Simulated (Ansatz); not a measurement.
Results of the Gaussian-basis code of Ansatz.

A structure relaxed at PBE0-D4/def2-TZVP, charge 0, multiplicity 1:

Cartesian coordinates in Å:
```
F 0.9072 1.6640 0.6999
C 0.0168 0.8738 0.0503
Br -1.4317 1.9258 -0.6622
C -0.3970 -0.3795 0.7997
Si 0.5076 -0.7080 -0.8020
H -1.4581 -0.5676 0.9178
H 0.1750 -0.5333 1.7121
H 1.9127 -1.1518 -0.7074
H -0.2327 -1.1233 -2.0080
```

Q: Give its formula and SMILES.

A: C2H4BrFSi, `FC1(Br)C[SiH2]1`.

Q: Summarise the bond lengths by kind.

A: 1 × C–F 1.356 Å; 1 × Br–C 1.927 Å; 1 × C–C 1.518 Å; 2 × C–Si 1.863 to 1.869 Å; 2 × C–H 1.084 to 1.088 Å; 2 × H–Si 1.475 to 1.477 Å.
